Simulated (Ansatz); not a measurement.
Isolated molecules relaxed with PBE0-D4/def2-TZVP in Ansatz; ΔE leaves out vibrations. CCSD(T)/CBS is the MP2 limit (def2-TZVPP, def2-QZVPP) plus CCSD(T) − MP2 in def2-TZVPP, frozen cores. This one scheme is used for every species. Double bonds are as drawn, so ΔE can hold a change between cis and trans. Functionals use def2-TZVPP. B3LYP here is the variant with VWN-RPA as its local correlation; programs differ in this. For Ga outer-core shells are correlated without core-valence functions, which leaves a few kJ/mol of doubt a bond. Scalar relativity is left out up to krypton. One conformer a species, not always the lowest.

Consider the ligand exchange at a Ga–C bond: `O/[C]([GaH2])=N/[SiH3]` + HCl → `[Cl][GaH2]` + `O/C=N/[SiH3]`.

```json
{"level": "PBE-D4", "ΔE (eV)": "-1.25"}
{"level": "PBE0-D4", "ΔE (eV)": "-1.32"}
{"level": "B3LYP-D4", "ΔE (eV)": "-1.37"}
{"level": "ωB97M-V", "ΔE (eV)": "-1.35"}
{"level": "PBE0", "ΔE (eV)": "-1.39"}
{"level": "CCSD(T)/def2-TZVPP", "ΔE (eV)": "-1.28"}
{"level": "SCS-MP2/def2-QZVPP", "ΔE (eV)": "-1.38"}
{"level": "HF/CBS(def2)", "ΔE (eV)": "-1.78"}
```

(1) What does CCSD(T)/CBS give? (Best estimate.)

Largest T1 diagnostic among the species: 0.015.

## Answers

(1) The calculation gave: -1.28 eV. The listed levels differ from it by 0.03, -0.04, -0.09, -0.07, -0.11, 0.00, -0.10, -0.50 eV.

From PBE to PBE0 (25 % exact exchange), in def2-TZVPP and without D4, ΔE moves by −0.06 eV. In def2-TZVPP, CCSD(T) changes the Hartree–Fock value by +0.50 eV (the triples alone add +0.06 eV) and MP2 by +0.46 eV.
